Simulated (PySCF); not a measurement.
WF₂H₄, SMILES [F][WH4][F], multiplicity 1.

Geometry: PBE0-D3(BJ)/def2-TZVP. A frequency run showed that this geometry is not a minimum. The spin state was assumed, not searched. The structure was generated by enumeration; whether it is a known compound was not checked. The def2 effective core potentials stand for the cores of W; spin–orbit coupling is left out.

Two levels are set side by side: TDDFT-PBE/def2-SVPD (PySCF) and TDDFT-B3LYP/def2-SVPD (PySCF). Vertical, same geometry. The lowest singlet is HOMO→LUMO 100 % with PBE and HOMO→LUMO 100 % with the other functional; states are paired by order. Differences are taken from unrounded values.

```tsv
quantity	TDDFT-PBE
lowest singlet excitation (eV)	2.48
lowest triplet excitation (TDA) (eV)	2.07
```

Task: These are the TDDFT-PBE values. What does TDDFT-B3LYP give? (Estimate from the structure and the level; the computed values follow.)

Result: 
| quantity | TDDFT-B3LYP | TDDFT-PBE minus TDDFT-B3LYP |
|---|---|---|
| lowest singlet excitation (eV) | 2.71 | -0.23 |
| lowest triplet excitation (TDA) (eV) | 2.31 | -0.24 |

A lower first singlet is the usual sign of a functional without exact exchange. Differences between two approximate levels are no errors against the true value.

Rough cost on one machine, each run with all the roots and properties that it gave: TDDFT-B3LYP against TDDFT-PBE about 3 times.
